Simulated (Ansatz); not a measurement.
`[OH][Al]([Cl])[Br]` + CH₃OH → `C[O][Al]([OH])[Br]` + HCl at 298.15 K and 1 bar (ligand exchange at the Al–Cl bond).

Gas-phase electronic energies from Ansatz, PBE0-D4/def2-TZVP geometries. CBS: MP2 limit from def2 TZ/QZ plus the TZ coupled-cluster correction, frozen cores. This one scheme is used for every species. For Br outer-core shells are correlated without core-valence functions, which leaves a few kJ/mol of doubt a bond. Scalar relativity is left out up to krypton. One conformer a species, not always the lowest.

```
             species  CCSD(T)/CBS energy (Eh)  H − E (kJ/mol)  S (J/(mol·K))
`[OH][Al]([Cl])[Br]`              -3351.09145            61.3          335.0
               CH₃OH               -115.61712           146.3          238.2
`C[O][Al]([OH])[Br]`              -3006.31722           173.5          375.5
                 HCl               -460.38127            26.6          186.8
```

H − E and S are ideal-gas, rigid-rotor, harmonic terms from PBE0-D4/def2-TZVP, for one conformer and one mirror image of each species. 1 Eh = 2625.50 kJ/mol, R = 8.31446 J/(mol·K).

Task: By hand: ΔE, ΔH, ΔS and ΔG.

Result: ΔE = (-3006.31722) + (-460.38127) − (-3351.09145) − (-115.61712) = 0.01008 Eh = 26.5 kJ/mol. Δ(H − E) = 173.5 + 26.6 − 61.3 − 146.3 = -7.5, so ΔH = 19.0 kJ/mol. ΔS = 375.5 + 186.8 − 335.0 − 238.2 = -10.9 J/(mol·K). ΔG = 19.0 − 298.15 × (-10.9)/1000 = 22.2 kJ/mol.

Task: By hand: the equilibrium constant, and the temperature at which ΔG would vanish if ΔH and ΔS stayed fixed.

Result: log₁₀ K = −ΔG/(RT ln 10) = -3.9. ΔH and −TΔS have one sign here, so there is no such temperature.

The number of gas molecules stays the same, so ΔS is small and ΔH decides. A doubt of 5 kJ/mol in ΔE shifts log₁₀ K by 0.9 here. Other conformers and mirror images would add mixing entropy, several J/(mol·K) or more a flexible species. These are equilibria of isolated gas molecules and say nothing of rates. Largest T1 diagnostic: 0.010 (customary marks: 0.02 for closed shells, 0.045 for open ones).

ΔS is within the doubt of such terms, so its sign, and with it that verdict, could turn.
